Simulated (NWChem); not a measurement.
Species: sulfuric acid (H2SO4); SMILES O=S(=O)(O)O

```xyz
7

O      0.8219     0.9514     0.8070
S     -0.1913    -0.0002    -0.0011
O     -0.8532     0.7882    -1.0038
O     -0.8621    -0.7892     0.9952
O      0.8306    -0.9507    -0.7993
H      1.0828     1.6826     0.2249
H      1.0866    -1.6817    -0.2147
```
Atoms are numbered in this order, from 1.

Program: NWChem. Structure relaxed at the PBE0/def2-SVP level. Level: PBE0/def2-SVP with SMD (1 M gas to 1 M solution), gas-phase geometry.

For solvent n-hexane:

| Item | Result |
|---|---|
| solvation free energy (kcal/mol) | -5.0 |
| cavity-dispersion-structure term (kcal/mol) | -1.8 |
| dipole in solution (D) | 3.24 |

**Question.** How do the values read with solvent water instead?

**Answer.** solvation free energy (kcal/mol): -13.9
cavity-dispersion-structure term (kcal/mol): 1.2
dipole in solution (D): 3.84
